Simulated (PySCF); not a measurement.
## Orbital levels and atomic charges: (MgS)12 cage of four- and six-membered rings (Mg12S12)

System: (MgS)12 cage of four- and six-membered rings (Mg12S12).

Cartesian coordinates (Å):
```
  1 Mg   -0.0102    1.4865   -4.8971
  2 S    -1.8354    0.0210   -5.2064
  3 Mg    0.0156   -1.4882   -4.8967
  4 S     1.8405   -0.0227   -5.2044
  5 Mg    2.1490    0.6409   -2.9738
  6 S     0.7178    2.5689   -2.9489
  7 Mg   -0.4444    2.1447   -1.0043
  8 S    -2.2806    0.6290   -1.0534
  9 Mg   -2.1459   -0.6424   -2.9759
 10 S    -0.7155   -2.5699   -2.9487
 11 Mg    0.4446   -2.1456   -1.0029
 12 S     2.2812   -0.6296   -1.0509
 13 Mg    2.1446    0.4450    1.0042
 14 S     0.6291    2.2815    1.0517
 15 Mg   -0.6426    2.1481    2.9741
 16 S    -2.5704    0.7171    2.9476
 17 Mg   -2.1458   -0.4451    1.0028
 18 S    -0.6304   -2.2812    1.0525
 19 Mg    0.6399   -2.1469    2.9758
 20 S     2.5677   -0.7158    2.9498
 21 S     0.0194    1.8392    5.2051
 22 Mg   -1.4893   -0.0120    4.8963
 23 S    -0.0240   -1.8366    5.2060
 24 Mg    1.4852    0.0139    4.8975
```

Method: PBE0/6-31G*, gas phase, PySCF, fitting set def2-universal-JFIT up to Ne and JKFIT beyond, grid level 1.

Task: Give the orbital energies near the gap.

Result: 
```tsv
orbital	eV
HOMO-4	-7.17
HOMO-3	-6.95
HOMO-2	-6.92
HOMO-1	-6.92
HOMO	-6.86
LUMO	-1.93
LUMO+1	-1.56
LUMO+2	-0.94
LUMO+3	-0.94
```

Task: Give the partial charges of the non-hydrogen atoms.

Result: 
| atom | Mulliken | IAO | Hirshfeld |
| --- | --- | --- | --- |
| Mg1 | 0.34 | 1.44 | 0.43 |
| S2 | -0.34 | -1.44 | -0.43 |
| Mg3 | 0.34 | 1.44 | 0.43 |
| S4 | -0.34 | -1.44 | -0.43 |
| Mg5 | 0.37 | 1.45 | 0.41 |
| S6 | -0.37 | -1.45 | -0.41 |
| Mg7 | 0.42 | 1.45 | 0.40 |
| S8 | -0.42 | -1.45 | -0.40 |
| Mg9 | 0.37 | 1.45 | 0.41 |
| S10 | -0.37 | -1.45 | -0.41 |
| Mg11 | 0.42 | 1.45 | 0.40 |
| S12 | -0.42 | -1.45 | -0.40 |
| Mg13 | 0.42 | 1.45 | 0.40 |
| S14 | -0.42 | -1.45 | -0.40 |
| Mg15 | 0.37 | 1.45 | 0.41 |
| S16 | -0.37 | -1.45 | -0.41 |
| Mg17 | 0.42 | 1.45 | 0.40 |
| S18 | -0.42 | -1.45 | -0.40 |
| Mg19 | 0.37 | 1.45 | 0.41 |
| S20 | -0.37 | -1.45 | -0.41 |
| S21 | -0.34 | -1.44 | -0.43 |
| Mg22 | 0.34 | 1.44 | 0.43 |
| S23 | -0.34 | -1.44 | -0.43 |
| Mg24 | 0.34 | 1.44 | 0.43 |
